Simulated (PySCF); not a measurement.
**How methods differ on the ionisation energy of W²⁺**

W²⁺ [Xe] 4f14 5d4 [5d3/2^4, M_J = 0] → W³⁺ [Xe] 4f14 5d3 [5d3/2^3, M_J = 3/2], as a difference of total energies. All numbers are calculated (PySCF 2.14, the two-component X2C-1e Hamiltonian, in x2c-TZVPPall-2c). "Screened" scales the spin-orbit matrix elements by Boettger's factors to mimic the two-electron term; Breit and QED terms are absent.

```json
{"method": "GHF (spin-free)", "ionisation energy (eV)": "24.849"}
{"method": "GHF (screened spin-orbit)", "ionisation energy (eV)": "24.620"}
```

The spin-free rows relax to the high-spin LS determinant and lack the spin-orbit shift.

Errors of the correlated levels include the incompleteness of this basis and the frozen core.

The labels give the starting determinants; with spin-orbit coupling the two ends relaxed to ⟨J²⟩ = 2.96, ⟨L²⟩ = 5.80, ⟨S²⟩ = 5.77 and ⟨J²⟩ = 5.64, ⟨L²⟩ = 11.73, ⟨S²⟩ = 3.66.

The determinant of W²⁺ and of W³⁺ mixes levels of different J (the jj label is only the starting occupation), so the difference between spin-free and spin-orbit rows is not the physical spin-orbit shift.

For comparison: 26 ± 0.4 eV (semi-empirical (NIST evaluation); NIST Atomic Spectra Database, ionization energies).
